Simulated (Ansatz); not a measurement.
A CCSD(T) single point on CH$_{5}$AlClFSi, SMILES `FC[SiH2][AlH][Cl]`.

```yaml
crystal:
  periodic: [false, false, false]
  atoms:
    - {symbol: F, position_ang: [-0.783305, 0.588279, 1.052240]}
    - {symbol: C, position_ang: [-1.104943, 0.487504, -0.394947]}
    - {symbol: Si, position_ang: [0.338005, -0.600736, -1.064059]}
    - {symbol: Al, position_ang: [1.012927, -0.317731, 1.267960]}
    - {symbol: Cl, position_ang: [2.317193, 1.310281, 1.621348]}
    - {symbol: H, position_ang: [-2.105914, 0.060299, -0.405945]}
    - {symbol: H, position_ang: [-1.129599, 1.523619, -0.727889]}
    - {symbol: H, position_ang: [-0.245043, -1.864943, -1.590804]}
    - {symbol: H, position_ang: [0.992650, 0.122489, -2.185991]}
    - {symbol: H, position_ang: [0.791127, -1.360160, 2.431088]}
basis:
  gaussian: {orbitals: def2-TZVPP}
correlation: {method: ccsd_t}
```

```sh
$ ansatz run in.yaml --threads 4 --pin off --events-out ev --progress --plain --max-ram 10444MiB
```

The program prints (abridged):

```
Functional definition: HF
1520 factors; integrals over basis functions are off by at most 1.3e-3 eV
mean field evaluation 1: about -30765.9284 eV, gradient 2.5e1 eV
mean field evaluation 2: about -30766.1842 eV, gradient 2.5e1 eV
mean field evaluation 4: about -30768.3658 eV, gradient 3.9e0 eV
mean field evaluation 8: about -30768.4239 eV, gradient 2.9e-1 eV
mean field evaluation 16: about -30768.4244 eV, gradient 1.4e-6 eV
mean field -30768.42442176 eV, -1130.7187419124 hartree, gradient 1.4e-6 eV, S^2 0.000000; 0 other end points of the search recorded, 0 dependent functions left out
17 core orbitals not correlated: weight in the atoms' cores, before any rotation towards them, 1.000 or more for the frozen orbitals, at most 0.000 for the correlated occupied ones
reference -30768.42442176 eV, -1130.7187419124 hartree; 15, 15 occupied and 226, 226 virtual orbitals, 1520 factors
second order -22.01381742 eV of doubles, -0.00000000 eV of singles
cycle   1  -22.88614234 eV  change   -8.7e-1 eV  update   1.1e-1
cycle   2  -23.46126678 eV  change   -5.8e-1 eV  update   3.3e-2
cycle   3  -23.58631834 eV  change   -1.3e-1 eV  update   1.7e-2
cycle   4  -23.57446402 eV  change    1.2e-2 eV  update   4.2e-3
cycle   5  -23.57230880 eV  change    2.2e-3 eV  update   1.8e-3
cycle   6  -23.57284662 eV  change   -5.4e-4 eV  update   6.6e-4
cycle   7  -23.57247354 eV  change    3.7e-4 eV  update   2.4e-4
cycle   8  -23.57245535 eV  change    1.8e-5 eV  update   9.2e-5
cycle   9  -23.57250569 eV  change   -5.0e-5 eV  update   3.7e-5
cycle  10  -23.57248841 eV  change    1.7e-5 eV  update   1.4e-5
perturbative correction -0.87144582 eV, -0.0320250431 hartree
Total energy: -30792.86835598 eV, -1131.6170399265 hartree
```

Hardware: 4 threads of an Arm Neoverse V2 on a shared host. Wall time 110 s, peak host memory 5.5 GiB.

MP2 recovers 90.1 % of the CCSD(T) correlation energy and the triples give 3.6 %; T1 = 0.0122.
